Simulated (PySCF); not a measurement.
H4HfO4, charge +1, doublet, at the geometry of the source list (the multiplicity is a formal guess) (core potentials on Hf); DF-B3LYP/def2-TZVP in PySCF.

Input for PySCF:
```python
from pyscf import gto, scf, dft

mol = gto.Mole()
mol.atom = '''
    Hf    0.03150000   -0.21370000   -0.03530000
    O     1.54540000   -0.43880000   -1.10870000
    H     2.14800000    0.31340000   -1.13200000
    O     0.44270000    0.01220000    1.77320000
    H     0.34870000    0.93750000    2.02920000
    O    -0.61720000    1.44510000   -0.60730000
    H    -1.08080000    1.38450000   -1.45360000
    O    -1.31010000   -1.51260000   -0.15670000
    H    -1.50840000   -1.92750000    0.69120000
'''
mol.basis = 'def2-tzvp'
mol.ecp = {'Hf': 'def2-tzvp'}
mol.charge = 1
mol.spin = 1
mol.verbose = 4
mol.build()

mf = dft.UKS(mol)
mf.xc = 'b3lyp'
mf = mf.density_fit(auxbasis='def2-universal-jkfit')
mf.kernel()
```

What the program printed (banner, timings and long lists left out):

```
PySCF version 2.14.0

[INPUT] verbose = 4
[INPUT] num. atoms = 9
[INPUT] num. electrons = 47
[INPUT] charge = 1
[INPUT] spin (= nelec alpha-beta = 2S) = 1
[INPUT] symmetry False subgroup None
[INPUT] Mole.unit = angstrom
[INPUT] Symbol           X                Y                Z      unit          X                Y                Z       unit  Magmom
[INPUT]  1 Hf     0.031500000000  -0.213700000000  -0.035300000000 AA    0.059526372924  -0.403834472820  -0.066707332197 Bohr   0.0
[INPUT]  2 O      1.545400000000  -0.438800000000  -1.108700000000 AA    2.920382752903  -0.829211823459  -2.095139354305 Bohr   0.0
[INPUT]  3 H      2.148000000000   0.313400000000  -1.132000000000 AA    4.059131715566   0.592240167439  -2.139169973008 Bohr   0.0
[INPUT]  4 O      0.442700000000   0.012200000000   1.773200000000 AA    0.836581755345   0.023054658720   3.350862364079 Bohr   0.0
[INPUT]  5 H      0.348700000000   0.937500000000   2.029200000000 AA    0.658947499636   1.771618241780   3.834632251967 Bohr   0.0
[INPUT]  6 O     -0.617200000000   1.445100000000  -0.607300000000 AA   -1.166338964082   2.730843222609  -1.147630675448 Bohr   0.0
[INPUT]  7 H     -1.080800000000   1.384500000000  -1.453600000000 AA   -2.042415995430   2.616325819460  -2.746905894668 Bohr   0.0
[INPUT]  8 O     -1.310100000000  -1.512600000000  -0.156700000000 AA   -2.475730195793  -2.858399736017  -0.296120083719 Bohr   0.0
[INPUT]  9 H     -1.508400000000  -1.927500000000   0.691200000000 AA   -2.850462886294  -3.642447105099   1.306178697299 Bohr   0.0

nuclear repulsion = 219.21513522173
number of shells = 74
number of NR pGTOs = 278
number of NR cGTOs = 188
basis = def2-tzvp
ecp = {'Hf': 'def2-tzvp'}

******** <class 'pyscf.df.df_jk.DFUKS'> ********
method = DFUKS
initial guess = minao
damping factor = 0
level_shift factor = 0
DIIS = <class 'pyscf.scf.diis.CDIIS'>
diis_start_cycle = 1
diis_space = 8
diis_damp = 0
SCF conv_tol = 1e-09
SCF conv_tol_grad = None
SCF max_cycles = 50
direct_scf = False
number electrons alpha = 24  beta = 23
XC library pyscf.dft.libxc version 7.1.2
    S. Lehtola, C. Steigemann, M. J. T. Oliveira, and M. A. L. Marques,  SoftwareX 7, 1–5 (2018)
XC functionals = b3lyp
    P. J. Stephens, F. J. Devlin, C. F. Chabalowski, and M. J. Frisch,  J. Phys. Chem. 98, 11623 (1994)
radial grids:
    Treutler-Ahlrichs [JCP 102, 346 (1995); DOI:10.1063/1.469408] (M4) radial grids

becke partition: Becke, JCP 88, 2547 (1988); DOI:10.1063/1.454033
pruning grids: <function nwchem_prune>
grids dens level: 3
symmetrized grids: False
atomic radii adjust function: <function treutler_atomic_radii_adjust>
small_rho_cutoff = 0
Set gradient conv threshold to 3.16228e-05
tot grids = 119352
******** <class 'pyscf.df.df.DF'> ********
auxbasis = def2-universal-jkfit
init E= -331.811475965815

cycle= 1 E= -351.005251023488  delta_E= -19.2  |g|= 0.945  |ddm|= 6.33
cycle= 2 E= -350.319573483394  delta_E= 0.686  |g|= 1.56  |ddm|= 1.39
cycle= 3 E= -351.137505352634  delta_E= -0.818  |g|= 0.631  |ddm|= 1.06
cycle= 4 E= -351.282042107024  delta_E= -0.145  |g|= 0.235  |ddm|= 0.453
cycle= 5 E= -351.27366634742  delta_E= 0.00838  |g|= 0.273  |ddm|= 0.288
cycle= 6 E= -351.303088173294  delta_E= -0.0294  |g|= 0.0657  |ddm|= 0.183
cycle= 7 E= -351.30402296592  delta_E= -0.000935  |g|= 0.0512  |ddm|= 0.0756
cycle= 8 E= -351.304997569494  delta_E= -0.000975  |g|= 0.0173  |ddm|= 0.0338
cycle= 9 E= -351.305202681779  delta_E= -0.000205  |g|= 0.00803  |ddm|= 0.021
cycle= 10 E= -351.305311996863  delta_E= -0.000109  |g|= 0.00789  |ddm|= 0.0207
cycle= 11 E= -351.305458846691  delta_E= -0.000147  |g|= 0.00763  |ddm|= 0.0296
cycle= 12 E= -351.305556104754  delta_E= -9.73e-05  |g|= 0.00726  |ddm|= 0.0214
cycle= 13 E= -351.305797934693  delta_E= -0.000242  |g|= 0.00477  |ddm|= 0.0635
cycle= 14 E= -351.305910317669  delta_E= -0.000112  |g|= 0.00437  |ddm|= 0.0521
cycle= 15 E= -351.305932549631  delta_E= -2.22e-05  |g|= 0.0024  |ddm|= 0.013
cycle= 16 E= -351.305935173128  delta_E= -2.62e-06  |g|= 0.00569  |ddm|= 0.0313
cycle= 17 E= -351.305951863609  delta_E= -1.67e-05  |g|= 0.000974  |ddm|= 0.00389
cycle= 18 E= -351.305950349807  delta_E= 1.51e-06  |g|= 0.000807  |ddm|= 0.00977
cycle= 19 E= -351.305952267156  delta_E= -1.92e-06  |g|= 0.000762  |ddm|= 0.0134
cycle= 20 E= -351.305952693331  delta_E= -4.26e-07  |g|= 8.05e-05  |ddm|= 0.0021
cycle= 21 E= -351.305952693345  delta_E= -1.38e-11  |g|= 0.000169  |ddm|= 0.000503
cycle= 22 E= -351.305952707891  delta_E= -1.45e-08  |g|= 5.15e-05  |ddm|= 0.000194
cycle= 23 E= -351.305952709427  delta_E= -1.54e-09  |g|= 2.1e-05  |ddm|= 8.9e-05
cycle= 24 E= -351.305952710119  delta_E= -6.92e-10  |g|= 8.51e-06  |ddm|= 6.51e-05
Extra cycle  E= -351.305952710291  delta_E= -1.72e-10  |g|= 1.29e-05  |ddm|= 2.84e-05
converged SCF energy = -351.305952710291  <S^2> = 0.76171679  2S+1 = 2.0116827
```
